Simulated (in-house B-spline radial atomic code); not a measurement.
Spin-orbit splittings of orbital energies (j = l + 1/2 less j = l - 1/2) and ratios of mean radii (lower j over upper j) along the 11-electron series, configuration [Ne] 3s1. Computed with an all-electron radial atomic-structure program (B-spline basis): Dirac-Hartree-Fock, average of the configuration, finite nuclei.

```
  ion   Z  splitting of 2p (eV)  radius ratio of 2p
Ho56+  67                890.45             0.91364
Er57+  68                952.38             0.91079
Tm58+  69               1017.77             0.90789
Yb59+  70               1086.78             0.90492
Lu60+  71               1159.57             0.90189
Hf61+  72               1236.32              0.8988
Ta62+  73               1317.21             0.89564
 W63+  74                     ?                   ?
Re64+  75                     ?                   ?
Os65+  76                     ?                   ?
Ir66+  77                  1686             0.88237
```

Fill in the row of W63+.

splitting of 2p (eV): 1402.42; radius ratio of 2p: 0.89242.

Fill in the row of Re64+.

splitting of 2p (eV): 1492.15; radius ratio of 2p: 0.88914.

Fill in the row of Os65+.

splitting of 2p (eV): 1586.6; radius ratio of 2p: 0.88579.

With what power of Z does the column «splitting of 2p (eV)» change over this range?

A fit of the logarithm of its size against log Z from Z = 67 to 77 has slope 4.59. An unscreened hydrogenic electron would give 4 at low Z; screening makes the apparent power larger near the neutral end, and relativity raises it again at high Z.
